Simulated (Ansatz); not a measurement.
Reaction (isomerisation): `CC(C)=[O+][AlH3-]` → `C[CH](C)[AlH][OH]`

Isolated molecules relaxed with PBE0-D4/def2-TZVP in Ansatz; ΔE leaves out vibrations. CBS: MP2 limit from def2 TZ/QZ plus the TZ coupled-cluster correction, frozen cores. Functionals use def2-TZVPP. B3LYP here is the variant with VWN-RPA as its local correlation; programs differ in this. HSE06 is defined as in plane-wave codes. Each species was taken in one conformer, which may not be the lowest.

**Question.** Is it downhill or uphill in electronic energy at CCSD(T)/CBS, and by how much? (An estimate is asked.)

**Answer.** The calculation gave: Downhill: ΔE = -158.7 kJ/mol.

**Question.** What do these levels give: LDA (SPW92), revPBE-D4, PBE0-D4, r2SCANh-D4, revPBE, B3LYP, HSE06, CCSD/def2-SVP, CCSD(T)/def2-SVP, CCSD/def2-TZVPP, CCSD(T)/def2-TZVPP, MP2/CBS(def2)? (Estimate.)

**Answer.** Computed: LDA (SPW92) -141.2, revPBE-D4 -134.7, PBE0-D4 -148.1, r2SCANh-D4 -144.0, revPBE -139.9, B3LYP -140.1, HSE06 -149.1, CCSD/def2-SVP -126.5, CCSD(T)/def2-SVP -121.7, CCSD/def2-TZVPP -154.1, CCSD(T)/def2-TZVPP -152.6, MP2/CBS(def2) -177.7 kJ/mol.

Largest T1 diagnostic among the species: 0.014.

From r2SCAN to r2SCAN0 (25 % exact exchange), in def2-TZVPP and without D4, ΔE moves by −8.2 kJ/mol. Leaving LDA and LC-ωPBE aside and taking each functional with its dispersion term where it has one, the values, not all of them listed here, spread over 45.8 kJ/mol, from PBE-QIDH to B97M-V. At CCSD(T), def2-SVP lies +37.0 kJ/mol from the extrapolated value and def2-TZVPP +6.1 kJ/mol.
